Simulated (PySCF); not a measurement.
Start geometry of `O=C(Cl)c1cccs1` from GFN2-xTB (Å):
```
atom  x, y, z in Å
O1     2.6660    1.1147    1.0547
C2     2.0438    0.2854    0.4664
Cl3    2.9187   -1.1013   -0.2147
C4     0.6732    0.2087    0.2080
C5    -0.0969   -0.7574   -0.4631
C6    -1.4661   -0.4500   -0.4850
C7    -1.7482    0.7153    0.1544
S8    -0.3642    1.4913    0.7986
H9     0.3453   -1.6193   -0.8755
H10   -2.2025   -1.0812   -0.9435
H11   -2.7309    1.1680    0.2840
```

Problem. What comes out of this run: PySCF 2.14.0, PBE0-D3(BJ)/def2-TZVP geometry optimisation, gas phase?

Solution. 
```
atom  x, y, z in Å
O1     2.3569    0.5112    1.8697
C2     1.8929   -0.1188    0.9764
Cl3    2.8345   -1.4337    0.2196
C4     0.5789    0.0586    0.3906
C5    -0.0337   -0.6109   -0.6418
C6    -1.3265   -0.1256   -0.9034
C7    -1.6716    0.9019   -0.0650
S8    -0.4407    1.2837    1.0359
H9     0.4446   -1.4177   -1.1785
H10   -1.9780   -0.5132   -1.6743
H11   -2.6004    1.4529   -0.0472
```

The energy falls by 2.9 kcal/mol over 10 energy and gradient evaluations, the largest force component goes from 0.0602 to 1.9e-04 Eh/bohr, and the atoms move by 0.032 Å rms after alignment. The bond that changes most is C2–C4 (acyl halide carbon to substituted aromatic carbon), which lengthens by 0.053 Å. Bonds longer at the end by more than 0.005 Å: 5 of 11; shorter: 4. Among the angles that change most is O1–C2–C4, from 129.9° to 126.4°. Rotational constants go from 3121, 1057, 789.5 to 3163, 1039, 782.2 MHz. The orientation of the end geometry is arbitrary; only internal coordinates are fixed.

The run used 278 basis functions and 81 SCF cycles in all. On an Arm Neoverse V1 with one thread, shared host, this took 6.1 min wall and 1.6 GiB of memory at its peak.

PBE0-D3(BJ)/def2-TZVP frequencies: not computed here. The numbers are those of one conformer.
